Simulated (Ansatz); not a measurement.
Consider the formal exchange of groups at the Si–O bond: `COB(C)O[SiH3]` + `CC1=CN1` → `[SiH3]C1=CN1` + `COB(C)OC`.

Program: Ansatz. Geometries: PBE0-D4/def2-TZVP. ΔE: electronic, gas phase. CCSD(T)/CBS is the MP2 limit (def2-TZVPP, def2-QZVPP) plus CCSD(T) − MP2 in def2-TZVPP, frozen cores. DFT in def2-TZVPP. Each species was taken in one conformer, which may not be the lowest.

`COB(C)O[SiH3]`:

Cartesian coordinates in Å:
```
C 0.148 1.250 -2.177
O 0.090 1.512 -0.791
B 0.012 0.532 0.142
C -0.043 0.935 1.659
O -0.017 -0.779 -0.267
Si -0.107 -2.201 0.555
H -0.031 0.197 -2.401
H -0.607 1.861 -2.677
H 1.132 1.535 -2.556
H -0.957 0.558 2.132
H 0.792 0.493 2.213
H -0.010 2.016 1.799
H -0.094 -3.289 -0.451
H 1.054 -2.352 1.470
H -1.362 -2.269 1.349
```

`CC1=CN1`:

Z-matrix (Å, degrees):
```
C
C 1 1.457
H 1 1.095 2 109.4
H 1 1.094 2 110.7 3 117.9
H 1 1.091 2 111.2 3 -120.9
C 2 1.272 1 158.5 3 116.6
N 2 1.498 1 135.6 3 -49.1
H 6 1.074 2 156.8 1 -3.4
H 7 1.025 2 107.9 1 -87.2
```

`[SiH3]C1=CN1`:

```xyz
9

Si   -1.128   -0.747    0.617
C     0.340    0.091   -0.080
C     1.555    0.451   -0.255
N     0.735    0.813   -1.403
H    -2.187    0.261    0.879
H    -0.742   -1.416    1.884
H    -1.639   -1.741   -0.360
H     2.594    0.488    0.025
H     0.473    1.799   -1.307
```

`COB(C)OC`:

Cartesian coordinates in Å:
```
C 1.316 1.520 0.330
O 0.680 0.484 -0.380
B -0.335 -0.247 0.172
C -0.886 -0.016 1.624
O -0.886 -1.226 -0.594
C -0.418 -1.464 -1.905
H 0.612 2.312 0.602
H 1.791 1.148 1.243
H 2.086 1.945 -0.315
H -0.099 -0.146 2.375
H -1.695 -0.708 1.858
H -1.262 1.004 1.751
H 0.639 -1.742 -1.905
H -1.005 -2.285 -2.319
H -0.539 -0.580 -2.537
```

```csv
species,PBE-D4 energy (Eh)
`COB(C)O[SiH3]`,-546.20489
`CC1=CN1`,-171.80469
`[SiH3]C1=CN1`,-423.07977
`COB(C)OC`,-294.87988
```

Question: Work out ΔE.

Answer: ΔE = (-423.07977) + (-294.87988) − (-546.20489) − (-171.80469) = 0.04993 Eh = +31.3 kcal/mol. CCSD(T)/CBS gives +33.9 kcal/mol.

Largest T1 diagnostic among the species: 0.012.

From PBE to PBE0 (25 % exact exchange), in def2-TZVPP and without D4, ΔE moves by +1.8 kcal/mol. In def2-TZVPP, CCSD(T) changes the Hartree–Fock value by −2.8 kcal/mol (the triples alone add −0.7 kcal/mol) and MP2 by −1.2 kcal/mol.
